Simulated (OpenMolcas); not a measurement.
## What dynamic correlation does to the levels of Ag VI

```json
{
  "Program": "OpenMolcas 26.06",
  "Basis": "ANO-RCC-VTZP [7s6p4d2f1g]",
  "Scalar Hamiltonian": "DKH2, point nucleus",
  "Active space": "6 electrons in 5 orbitals (4d)",
  "State averaging": "2S+1 = 5 even, 5 roots; 2S+1 = 3 even, 45 roots; 2S+1 = 1 even, 50 roots",
  "Spin-orbit coupling": "RASSI with atomic mean-field integrals over the reference wave functions, term energies averaged over their components"
}
```

Methods on the same reference wave functions:
A. CASSCF
B. SS-CASPT2, IPEA 0.25 Eh, imaginary shift 0.1 Eh (closed shells correlated: 4s 4p)
C. MS-CASPT2, IPEA 0.25 Eh, imaginary shift 0.1 Eh (closed shells correlated: 4s 4p)
D. XMS-CASPT2, IPEA 0.25 Eh, imaginary shift 0.1 Eh (closed shells correlated: 4s 4p)

Energies in cm⁻¹ above 4d⁶ ⁵D₄, the measured ground level; measured values from the list in Gamrath, thesis, University of Mons (2023).

```tsv
Level	A	B	C	D	Measured
4d⁶ ⁵D₄	0.0	0.0	0.0	0.0	0.0
4d⁶ ⁵D₃	2533	2570	2570	2560	2692
4d⁶ ⁵D₂	3891	3830	3840	3840	3953
4d⁶ ⁵D₁	4830	4780	4790	4790	4941
4d⁶ ⁵D₀	5268	5200	5220	5220	5380
4d⁶ ³H₆	24343	22760	22760	23030	21512
4d⁶ ³H₅ [72 %]	24922	23050	23050	23290	21812
4d⁶ ³P₂(1)	25452	21800	21790	22060	21042
4d⁶ ³F₃(1)	28464	25510	25510	25720	24441
4d⁶ ³F₂(1)	29569	26450	26410	26600	25306
4d⁶ ³G₅ [72 %]	31652	29050	29050	29260	27958
4d⁶ ³P₁(1)	32494	28830	28740	29010	28232
4d⁶ ³P₀(1) [75 %]	33292	29550	29530	29780	
4d⁶ ³G₄	33682	30780	30770	30980	29660
4d⁶ ³G₃	34387	31420	31400	31590	30361
4d⁶ ¹I₆	38115	35930	35920	36420	34194
4d⁶ ³D₂	38850	33990	34010	34220	32650
4d⁶ ³D₁	39445	34720	34740	34970	33558
4d⁶ ³D₃	39642	34830	34830	35040	33509
4d⁶ ¹G₄(1)	41817	38910	38890	39200	37481
4d⁶ ¹S₀(1) [68 %]	47870	43220	43000	43140	
4d⁶ ¹D₂(1)	49141	43180	43160	43130	41372
4d⁶ ¹F₃	53663	46880	46870	47310	44724
4d⁶ ³P₀(2)	60378	52600	52820	52900
```

Deviations, from unrounded energies. A percentage is the sum of absolute deviations over the sum of measured energies, with the sign that they share, or ± where signs differ.

```csv
Against measurement,Levels,A,B,C,D
mean absolute deviation (cm-1),20,3900,1000,1000,1200
fine structure of the ground term (%),4,-2.6,-3.4,-3.3,-3.3
other terms of the ground configuration (%),16,+16.0,+4.2,+4.1,+4.9
```

B, C lie about equally close to measurement and A furthest from it. The largest miss of C in the table is 4d⁶ ¹F₃, by +2200 cm-1. The ranking rests on the paired levels alone, and a cruder setting can come out closer through cancelling errors.

Among B to D the level of the table that moves most is 4d⁶ ¹I₆, by 500 cm-1 (lowest in C, highest in D). Moves below CASPT2's spread within the term are not significant.

The mean deviations of B to D differ by less than CASPT2's widest spread within a term (1900 cm-1), so their order carries little weight.

From A to B the spin-free energies of the other terms of 4d⁶ shown, above ⁵D, scale by factors of 0.86 to 0.93, as is usual when dynamic correlation screens the repulsion within a d or f shell.

The lowest spin-free term lies below A's lowest term by 0.354 hartree in B, 0.354 hartree in C, 0.358 hartree in D.

CASPT2 breaks the degeneracy within a term, and the mean is taken; among the terms shown or strongly mixed into the levels shown the widest spread is 1900 cm-1 (4d⁶ ¹G(1), D). The CASPT2 spread within a term exceeds the gap to the next term for 4d⁶ ³D and 4d⁶ ¹I, so the order of their levels is uncertain (figures for C; the like holds for D). Without dynamic correlation excited terms often stand tens of per cent too high (terms of higher spin than the ground term too low), and those without a measured partner can miss by more than the paired ones (holds for A). Some levels mix across a computed gap that differs much from the measured one, so their mixing is not that of the real levels (holds for A). Computed and measured levels are paired by configuration, term and J; levels that our copy of the source lacks, or whose pairing is in doubt (as where it misses far off the trend of its configuration), stay unpaired and out of the deviations. Only configurations of the active space appear. The table leaves out levels that lie high or whose names do not pair safely across all columns.

A share in square brackets marks a mixed level and gives the weight of the term that names it, the lowest over the columns. A number in round brackets counts repeated terms of one configuration in the order of the reference energies.
